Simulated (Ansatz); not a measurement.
`C[NH][Al]([OH])[SH]` and `C[O][Al]([OH])[SH]` differ in one atom or group.

Ansatz, PBE0-D4/def2-TZVP geometries, multiplicity 1. Each molecule was computed in one conformer, which needn't be the lowest.

```csv
property,`C[NH][Al]([OH])[SH]`
LUMO energy (ωB97M-V/def2-TZVPP) / eV,1.36
LUMO energy (B3LYP/def2-TZVPP) / eV,-0.49
HOMO–LUMO gap (ωB97M-V/def2-TZVPP) / eV,10.41
HOMO energy (B3LYP/def2-TZVPP) / eV,-6.50
size of the dipole moment (ωB97M-V/def2-TZVPP) / D,0.80
HOMO–LUMO gap (B3LYP/def2-TZVPP) / eV,6.01
```

Question: Give the same properties after the change, and the shifts. (Estimate.)

Answer: Computed: 
| property | `C[O][Al]([OH])[SH]` | shift |
| --- | --- | --- |
| LUMO energy (ωB97M-V/def2-TZVPP) / eV | 1.14 | -0.22 |
| LUMO energy (B3LYP/def2-TZVPP) / eV | -0.75 | -0.26 |
| HOMO–LUMO gap (ωB97M-V/def2-TZVPP) / eV | 11.05 | 0.64 |
| HOMO energy (B3LYP/def2-TZVPP) / eV | -7.44 | -0.94 |
| size of the dipole moment (ωB97M-V/def2-TZVPP) / D | 1.17 | 0.37 |
| HOMO–LUMO gap (B3LYP/def2-TZVPP) / eV | 6.69 | 0.68 |

With PBE0 the HOMO falls by 0.98 eV and the LUMO falls by 0.25 eV, so the gap widens by about 0.73 eV. PBE moves the HOMO by -1.01 eV and ωB97M-V by -0.86 eV. The zero-point energy changes by -31.9 kJ/mol with -3 modes. Dipoles are sizes alone; their direction can turn.

B3LYP here is the variant with VWN-RPA as its local correlation; programs differ in this.
